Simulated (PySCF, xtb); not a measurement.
C₂H₉ClOSi₂, SMILES [Si@H]([C@H]([SiH3])O)(C)Cl.

GFN2-xTB (xtb) at its own geometry gives an orbital gap of 5.12 eV and a dipole moment of 2.82 D.

Geometry: B3LYP-D3(BJ)/def2-SVP. The structure was generated by enumeration; whether it is a known compound was not checked. One conformer was computed; it need not be the lowest.

Q: What does PySCF with ωB97X/def2-TZVP give? (The exact figures need the calculation; the answer reports its results.)

A: gap 12.35 eV (levels -10.10 and 2.25 eV), dipole 3.02 D.
